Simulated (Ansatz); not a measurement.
CrCl₂. Charge 0, multiplicity 5. Geometry PBE-D4/def2-TZVP, basis def2-TZVP, Ansatz.

```tsv
atom	x (Å)	y (Å)	z (Å)
Cr1	0.000	0.000	0.000
Cl2	-1.084	-0.732	1.736
Cl3	1.084	0.732	-1.736
```

```
run  HOMO (eV)  LUMO (eV)
  A     -10.05      -2.10
  B      -6.38      -5.69
  C     -11.58      -0.37
  D      -9.25      -3.18
  E      -6.29      -5.72
  F      -7.83      -4.48
```

HOMO and LUMO are taken over both spins.

Problem. The runs used B97M-V, CAM-B3LYP, HF, PBE0, r2SCAN, ωB97M-V. Estimate which is which.

Solution. A ωB97M-V (range-separated); B B97M-V (0 % exact exchange); C HF (100 % exact exchange); D CAM-B3LYP (range-separated); E r2SCAN (0 % exact exchange); F PBE0 (25 % exact exchange). Exact exchange lowers occupied and raises empty levels; among semilocal functionals meta-GGAs tend to open the gap a little, and such runs are hard to tell apart. The gap grows from 0.57 eV (r2SCAN) to 11.21 eV (HF).
